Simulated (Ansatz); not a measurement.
C$_{2}$H$_{7}$AlBNO (`CB1C(O)[N]1[AlH2]`). The species carries charge 0 and has multiplicity 1.

| atom | x (Å) | y (Å) | z (Å) |
| --- | --- | --- | --- |
| C1 | 1.565 | 1.396 | 0.500 |
| B2 | 0.482 | 0.497 | -0.147 |
| C3 | -0.654 | 0.189 | -1.131 |
| O4 | -1.962 | 0.666 | -1.009 |
| N5 | -0.170 | -0.712 | -0.043 |
| Al6 | -0.643 | -2.294 | 0.639 |
| H7 | 1.137 | 2.357 | 0.804 |
| H8 | 2.038 | 0.939 | 1.372 |
| H9 | 2.342 | 1.634 | -0.232 |
| H10 | -0.520 | -0.210 | -2.133 |
| H11 | -1.961 | 1.457 | -0.465 |
| H12 | -1.728 | -3.151 | -0.124 |
| H13 | 0.075 | -2.767 | 1.967 |

(1) List the harmonic frequencies (cm⁻¹, unscaled) at PBE0-D4/def2-TZVP in Ansatz. (Estimate.)

(2) Is this a minimum?

(3) Give the ideal-gas thermochemistry at 298.15 K and 1 bar (rigid rotor, harmonic oscillator; point group C1, symmetry number 1).

(4) And at 400, 500, 600, 800 and 1000 K?

## Answers

(1) The calculation gave: 74, 79, 99, 135, 176, 212, 293, 461, 490, 553, 589, 619, 664, 778, 844, 891, 926, 1044, 1059, 1230, 1272, 1318, 1395, 1448, 1454, 1600, 1939, 1955, 3044, 3107, 3133, 3135, 3871.

(2) Yes, all 33 modes are real.

(3) Zero-point energy 238.6 kJ/mol; H(298) − E = 264.3 kJ/mol; entropy 384.4 J/(mol·K), of which translation 166.1, rotation 116.5, vibration 101.8; G(298) − E = 149.7 kJ/mol. Modes under 100 cm⁻¹ are hindered rotations or soft bends, so the harmonic entropy is rough.

(4) 
| T (K) | H − E (kJ/mol) | S (J/mol/K) | G − E (kJ/mol) |
| --- | --- | --- | --- |
| 400 | 279.2 | 427.0 | 108.4 |
| 500 | 296.1 | 464.6 | 63.7 |
| 600 | 314.9 | 498.9 | 15.5 |
| 800 | 357.0 | 559.4 | -90.5 |
| 1000 | 403.6 | 611.2 | -207.6 |
